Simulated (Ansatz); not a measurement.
`[F][GeH]([F])[F]` and `[F][GeH]([F])[O][SiH3]` differ in one atom or group.

Ansatz, PBE0-D4/def2-TZVP geometries, multiplicity 1. Each molecule was computed in one conformer, which needn't be the lowest.

Scalar relativity is left out up to krypton.

```tsv
property	`[F][GeH]([F])[F]`
LUMO energy (PBE/def2-TZVPP) / eV	-1.58
HOMO–LUMO gap (ωB97M-V/def2-TZVPP) / eV	15.31
size of the dipole moment (B3LYP/def2-TZVPP) / D	2.45
LUMO energy (PBE0/def2-TZVPP) / eV	-0.46
size of the dipole moment (PBE/def2-TZVPP) / D	2.29
HOMO–LUMO gap (PBE0/def2-TZVPP) / eV	10.89
```

Q: Give the same properties after the change, and the shifts. (Estimate.)

A: Ansatz gave: 
```json
{"property": "LUMO energy (PBE/def2-TZVPP) / eV", "`[F][GeH]([F])[O][SiH3]`": "-1.48", "shift": "0.10"}
{"property": "HOMO–LUMO gap (ωB97M-V/def2-TZVPP) / eV", "`[F][GeH]([F])[O][SiH3]`": "12.90", "shift": "-2.41"}
{"property": "size of the dipole moment (B3LYP/def2-TZVPP) / D", "`[F][GeH]([F])[O][SiH3]`": "1.79", "shift": "-0.66"}
{"property": "LUMO energy (PBE0/def2-TZVPP) / eV", "`[F][GeH]([F])[O][SiH3]`": "-0.48", "shift": "-0.02"}
{"property": "size of the dipole moment (PBE/def2-TZVPP) / D", "`[F][GeH]([F])[O][SiH3]`": "1.69", "shift": "-0.60"}
{"property": "HOMO–LUMO gap (PBE0/def2-TZVPP) / eV", "`[F][GeH]([F])[O][SiH3]`": "8.77", "shift": "-2.12"}
```

Dipoles are sizes alone; their direction can turn.

B3LYP here is the variant with VWN-RPA as its local correlation; programs differ in this.
